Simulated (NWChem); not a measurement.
Molecule: SbCl2F; SMILES [F][Sb]([Cl])[Cl]

```xyz
4

Sb     0.4144     0.3727     0.0000
F      1.4557    -1.2496     0.0000
Cl    -1.0070    -0.2282     1.7833
Cl    -1.0070    -0.2282    -1.7833
```
Atoms are numbered in this order, from 1.

Geometry: optimised at PBE0/def2-SVP. No frequency run checked for a minimum. def2 effective core potentials on Sb; no spin-orbit coupling.

Symmetry labels are those of Cs in the frame above (b1 and b2, or b-type labels, depend on it).

Q: List the 4 lowest vertical singlet excitations from PBE0/def2-SVPD with def2 effective core potentials on Sb, TDA (NWChem).

A: 
```tsv
state	energy (eV)	oscillator strength	symmetry	leading excitation (squared amplitude)
S1	5.76	0.062	a'	HOMO → LUMO (0.89)
S2	5.80	0.009	a"	HOMO−1 → LUMO (0.59)
S3	5.99	0.010	a'	HOMO−1 → LUMO+1 (0.92)
S4	5.99	0.009	a"	HOMO−2 → LUMO (0.84)
```
